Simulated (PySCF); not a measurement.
Isomers C2H11FO2Si3:

A. `[SiH3]O[SiH]([C@@H](C)F)O[SiH3]`
B. SMILES CO[Si](F)(OC)[SiH2][SiH3]
C. SMILES C[SiH2]O[SiH](O[SiH2]C)F

Spectrum 1. 1H NMR (500 MHz, computed): δ 3.93 (s, 6H), 3.53 (t, 3H), 3.07 (m, 2H). 13C{1H} NMR (computed): δ 52.2 (CH3).

Spectrum 2. 1H NMR (500 MHz, computed): δ 5.27 (s, 3H), 5.26 (s, 3H), 4.77 (m, 1H), 4.73 (m, 1H), 1.44 (m, 3H). 13C{1H} NMR (computed): δ 89.7 (CH), 19.1 (CH3).

Spectrum 3. 1H NMR (500 MHz, computed): δ 5.28 (m, 2H), 5.25 (m, 2H), 4.16 (m, 1H), 0.44 (m, 6H). 13C{1H} NMR (computed): δ 0.2 (CH3).

- shielding tensors at PBE0/pcSseg-1 (GIAO)
- GFN2-xTB geometry
- program: PySCF
- no solvent model, averaged over atoms made equivalent by symmetry, fast rotation or ring inversion, a single conformation, relativity neglected

Chemical shifts δ = σref − σ; 1H (σ = 31.72 ppm), 13C (σ = 186.93 ppm) vs TMS, all at this level. Splittings of carbon signals by F and P are missing where no couplings were computed. Where no couplings were computed, multiplicities follow the n + 1 count of equivalent neighbours, and m marks all less simple cases (inequivalent or close neighbours, rings, F or P nearby). Shifts are as computed. Against solution values, carbons near 30 ppm lie about +3 ppm off and those near 130 ppm about +5 ppm. Of 1211 compounds with measured shifts, 218 miss one by over three times the rms of a fit or turn the order of signals round; such compounds aren't used in these exercises.

Match each spectrum to its structure.

## Answers

1–B, 2–A, 3–C.

- Spectrum 1 (B): a single 13C signal, at 52.2 ppm (methyl carbon bonded to O); δH 3.93 is the hydrogen on a methyl carbon bonded to O; δH 3.53 is the hydrogen on a silicon bonded to Si.
- Spectrum 2 (A): 2 13C signals; δC 89.7 is an sp3 CH bonded to F and Si; δC 19.1 is a methyl carbon.
- Spectrum 3 (C): a single 13C signal, at 0.2 ppm (methyl carbon bonded to Si); δH 0.44 is the hydrogen on a methyl carbon bonded to Si; δH 5.28 is the hydrogen on a silicon bonded to C, O.
